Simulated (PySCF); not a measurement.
Correlation energy of Fe (iron, neutral)

[Ar] 3d6 4s2, high-spin 5D determinant. Computed with PySCF 2.14 in def2-TZVPPD (6s6p4d2f1g, 67 functions), with the non-relativistic Hamiltonian (point nucleus). Frozen: [Ne]; 16 electrons correlated.

MP2 pair energies summed by pair of shells (mhartree):

```
 pair   energy  share (%)
3p-3d  -186.79       36.7
3d-3d  -124.89       24.5
3p-3p   -67.93       13.3
3s-3d   -31.32        6.1
3d-4s   -30.09        5.9
3s-3p   -29.09        5.7
4s-4s   -21.44        4.2
3p-4s   -12.98        2.5
3s-3s    -4.00        0.8
3s-4s    -0.94        0.2
```

Total MP2 correlation energy: -509.47 mhartree.

Same-spin part -173.34 and opposite-spin part -336.13 mhartree; SCS-MP2 scales them by 1/3 and 6/5 to -461.14 mhartree.

This basis was not built for core-valence correlation, so the inner-shell part is incomplete.
